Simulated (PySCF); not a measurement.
**Working out the ionisation energy of C+**

C+ [He] 2s2 2p1 (2P) → C(2+) [He] 2s2 (1S). Calculation: PySCF 2.14, in aug-cc-pCVTZ-DK (7s6p4d2f, 59 functions); the spin-free X2C one-electron Hamiltonian (Gaussian nucleus). Frozen: nothing. Energies in hartree (1 hartree = 27.21139 eV):

```json
{"part": "UHF", "C+ (lower)": "-37.310180", "C(2+) (upper)": "-36.422738"}
{"part": "MP2 opposite-spin", "C+ (lower)": "-0.091474", "C(2+) (upper)": "-0.086694"}
{"part": "MP2 same-spin", "C+ (lower)": "-0.006440", "C(2+) (upper)": "-0.002037"}
```

What does Hartree-Fock give?

(-36.422738) − (-37.310180) = 0.887442 hartree = 24.149 eV.

What do MP2 and SCS-MP2 (6/5 opposite-spin, 1/3 same-spin) give?

The opposite-spin parts differ by 0.130 eV and the same-spin parts by 0.120 eV. MP2: 24.149 + (0.130) + (0.120) = 24.399 eV. SCS-MP2: 24.149 + 1.2 × (0.130) + (0.120)/3 = 24.345 eV.

Measured between the centres of the two terms (NIST): 24.378 eV, so MP2 (valence and next inner shell) is off by 0.021 eV.

What remains against the reference includes basis incompleteness and correlation beyond second order.
